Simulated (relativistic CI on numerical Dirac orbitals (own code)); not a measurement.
## Level scheme of Br17+

Method of calculation: Dirac-Coulomb-Breit CI, KLI orbitals optimised for each configuration, a model potential for QED, unscaled Slater integrals (own radial code, finite nucleus).

Configuration list (outside the closed core [Ne]): 3s2 3p6, 3s2 3p5 3d, 3s 3p6 3d, 3s2 3p5 4s, 3s2 3p5 4p, 3s2 3p5 4d, 3s 3p6 4s, 3s2 3p5 4f, 3p6 3d2, 3p5 3d3, 3p5 3d2 4s, 3p5 3d2 4p, 3p5 3d2 4d, 3p6 3d 4s, 3p5 3d 4s2, 3p5 3d 4s 4p, 3p5 3d 4s 4d. Double excitations out of closed p, d and f shells are left out; levels of such configurations are missing from the list, as are those of other unlisted configurations, and high levels can miss mixing partners. These lack a partner that the ground configuration has and come out too high: 3s2 3p5 4f.

```
No.  Configuration  Term  J   E (Ry)    %  Landé g
  1        3s2 3p6    1S  0   0.0000  100         
  2     3s2 3p5 3d   3P°  0   6.1794  100         
  3     3s2 3p5 3d   3P°  1   6.2783   96    1.456
  4     3s2 3p5 3d   3P°  2   6.4847   85    1.442
  5     3s2 3p5 3d   3F°  4   6.5662  100    1.249
  6     3s2 3p5 3d   3F°  3   6.5979   80    1.086
  7     3s2 3p5 3d   3F°  2   6.7560   60    0.831
  8     3s2 3p5 3d   3D°  3   7.0524   62    1.207
  9     3s2 3p5 3d   3D°  1   7.2839   94    0.548
 10     3s2 3p5 3d   1D°  2   7.3101   42    0.899
 11     3s2 3p5 3d   3D°  2   7.5105   55    1.154
 12     3s2 3p5 3d   1F°  3   7.5819   48    1.120
 13     3s2 3p5 3d   1P°  1   9.2975   98    0.991
 14      3s 3p6 3d    3D  1  12.4502  100    0.497
 15      3s 3p6 3d    3D  2  12.4934   99    1.164
 16      3s 3p6 3d    3D  3  12.5739  100    1.332
 17      3s 3p6 3d    1D  2  13.1598   99    1.000
 18     3s2 3p5 4s   3P°  2  24.7151  100    1.499
 19     3s2 3p5 4s   1P°  1  24.8128   55    1.221
 20        3p6 3d2    3F  2  25.3253   97    0.673
 21     3s2 3p5 4s   3P°  0  25.4071  100         
 22        3p6 3d2    3F  3  25.4121  100    1.082
 23     3s2 3p5 4s   3P°  1  25.4697   55    1.276
 24        3p6 3d2    3F  4  25.5044   99    1.246
 25        3p6 3d2    1D  2  25.7694   63    1.166
 26        3p6 3d2    3P  0  25.7820   99         
 27        3p6 3d2    3P  1  25.8216  100    1.499
 28        3p6 3d2    3P  2  25.9198   65    1.322
 29        3p6 3d2    1G  4  25.9772   99    1.001
 30     3s2 3p5 4p    3S  1  26.2765   78    1.889
 31     3s2 3p5 4p    3D  2  26.4799   57    1.147
 32     3s2 3p5 4p    3D  3  26.6423  100    1.333
 33     3s2 3p5 4p    1P  1  26.6802   48    1.027
 34     3s2 3p5 4p    3P  2  26.7919   68    1.338
 35        3p6 3d2    1S  0  26.8018   98         
 36     3s2 3p5 4p    3P  0  27.0464   89         
 37     3s2 3p5 4p    3D  1  27.1565   65    0.681
 38     3s2 3p5 4p    3P  1  27.3844   62    1.399
 39     3s2 3p5 4p    3D  2  27.4048   43    1.178
 40     3s2 3p5 4p    1S  0  27.7570   89         
 41     3s2 3p5 4d   3P°  0  29.1766  100         
 42     3s2 3p5 4d   3P°  1  29.2204   90    1.416
 43     3s2 3p5 4d   3F°  3  29.2985   56    1.052
 44     3s2 3p5 4d   3F°  4  29.3043  100    1.249
 45     3s2 3p5 4d   3P°  2  29.3148   66    1.372
 46     3s2 3p5 4d   1D°  2  29.4031   46    0.933
 47     3s2 3p5 4d   1P°  1  29.4320   65    0.825
 48     3s2 3p5 4d   3D°  3  29.4447   67    1.229
 49     3s2 3p5 4d   3F°  2  30.0078   66    0.794
 50     3s2 3p5 4d   3D°  2  30.0651   46    1.231
 51     3s2 3p5 4d   3F°  3  30.0654   37    1.133
 52     3s2 3p5 4d   3D°  1  30.0819   58    0.757
 53      3s 3p6 4s    3S  1  30.7418   98    2.000
 54      3s 3p6 4s    1S  0  30.9918  100         
 55    3p5 3d3(4F)   5D°  2  31.0418   63    1.314
 56    3p5 3d3(4F)   5D°  1  31.0532   79    1.203
 57    3p5 3d3(4F)   5D°  3  31.0540   54    1.375
 58    3p5 3d3(4F)   5D°  0  31.0724   99         
 59    3p5 3d3(4P)   5S°  2  31.0814   94    1.980
 60    3p5 3d3(4F)   5D°  4  31.0958   48    1.408
 61    3p5 3d3(4F)   5F°  5  31.2164   73    1.362
 62    3p5 3d3(4F)   5F°  1  31.2607   68    0.357
 63    3p5 3d3(4F)   5F°  2  31.2764   42    1.079
 64    3p5 3d3(4P)   5D°  4  31.2820   43    1.362
 65    3p5 3d3(4P)   5D°  3  31.2880   36    1.271
 66    3p5 3d3(4F)   5G°  6  31.3812   97    1.328
 67     3s2 3p5 4f    3D  1  31.3861  100    0.499
 68     3s2 3p5 4f    3D  2  31.4456   89    1.118
 69     3s2 3p5 4f    3G  5  31.4593  100    1.199
 70    3p5 3d3(4F)   5G°  5  31.4930   63    1.282
```

Energies count from the lowest computed level; ° marks odd parity. Percentages are summed over parent terms; the parents shown are those of the largest component, closed shells are left out there.

The mean weight of the leading LS term, summed over parents, in these 70 levels is 77 %, and that of the leading jj configuration (from the same eigenvectors) 79 %.

At this charge energies of transitions that change n are usually good to better than 1 %, and those within a shell (Δn = 0) to a few per cent.

LS names give the leading component of a level, which can be under half, so a name can repeat, a term be missing and a line seem to break the LS rules.
